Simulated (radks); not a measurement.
Species: B+. Configuration: [He] 2s2. Method: scalar-relativistic Kohn-Sham, PBE, spin-polarised, spherical densities, point nucleus; computed with a radial shooting solver on a logarithmic mesh with Libxc functionals.

Normalised radial functions P(r) = r R(r), r in bohr:

r,1s,2s
0.01513,0.2930,0.0700
0.01679,0.3224,0.0770
0.01848,0.3519,0.0840
0.0205,0.3865,0.0923
0.02275,0.4240,0.1012
0.02525,0.4646,0.1108
0.02779,0.5049,0.1204
0.03083,0.5518,0.1315
0.03421,0.6020,0.1434
0.03766,0.6513,0.1551
0.04179,0.7079,0.1684
0.04637,0.7677,0.1825
0.05145,0.8305,0.1972
0.05664,0.8909,0.2112
0.06284,0.9585,0.2268
0.06973,1.0278,0.2427
0.07737,1.0981,0.2585
0.08517,1.1631,0.2729
0.0945,1.2326,0.2878
0.1049,1.2998,0.3018
0.1164,1.3634,0.3142
0.1281,1.4174,0.3238
0.1421,1.4691,0.3316
0.1577,1.5119,0.3360
0.1736,1.5417,0.3364
0.1926,1.5617,0.3319
0.2137,1.5672,0.3216
0.2371,1.5564,0.3046
0.261,1.5311,0.2822
0.2896,1.4862,0.2501
0.3214,1.4230,0.2091
0.3566,1.3422,0.1590
0.3925,1.2533,0.1044
0.4356,1.1436,0.0366
0.4833,1.0231,-0.0396
0.532,0.9056,-0.1163
0.5903,0.7755,-0.2049
0.655,0.6468,-0.2970
0.7268,0.5239,-0.3897
0.8,0.4192,-0.4734
0.8877,0.3188,-0.5594
0.985,0.2338,-0.6369
1.093,0.1645,-0.7015
1.203,0.1142,-0.7462
1.335,0.0732,-0.7751
1.481,0.0444,-0.7814
1.644,0.0253,-0.7641
1.809,0.0142,-0.7278
2.007,0.0070,-0.6690
2.228,0.0032,-0.5943
2.452,0.0014,-0.5160
2.721,0.0005,-0.4272
3.019,0.0002,-0.3398
3.35,0.0001,-0.2590
3.687,0.0000,-0.1933
4.091,0.0000,-0.1338
4.54,0.0000,-0.0873
5.037,0.0000,-0.0535
5.545,0.0000,-0.0319
6.153,0.0000,-0.0170

1s: eigenvalue -193.63 eV, 0 radial nodes, <r> = 0.329 bohr, 90 % of the charge inside 0.592 bohr. 2s: eigenvalue -19.511 eV, 1 radial node at r = 0.458 bohr, <r> = 1.78 bohr, 90 % of the charge inside 2.78 bohr.
